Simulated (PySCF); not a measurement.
B(Cl)(NHMe)(OMe) (C2H7BClNO), SMILES B(NC)(Cl)OC.

Coordinates come from a B3LYP-D3(BJ)/def2-SVP optimisation. The values are those of a single conformer.

All values below come from PySCF with PBE/def2-TZVP.

Symmetry labels are those of the subgroup Cs that the program uses (full group Cs).

Computed valence orbital energies around the gap with their symmetry:
| orbital | symmetry | energy (eV) |
|---|---|---|
| HOMO−7 | A" | -10.57 |
| HOMO−6 | A' | -9.69 |
| HOMO−5 | A' | -9.17 |
| HOMO−4 | A" | -8.36 |
| HOMO−3 | A' | -7.69 |
| HOMO−2 | A' | -7.20 |
| HOMO−1 | A" | -7.03 |
| HOMO | A" | -6.07 |
| LUMO | A' | -0.11 |
| LUMO+1 | A" | 0.35 |
| LUMO+2 | A' | 0.87 |
| LUMO+3 | A' | 1.11 |
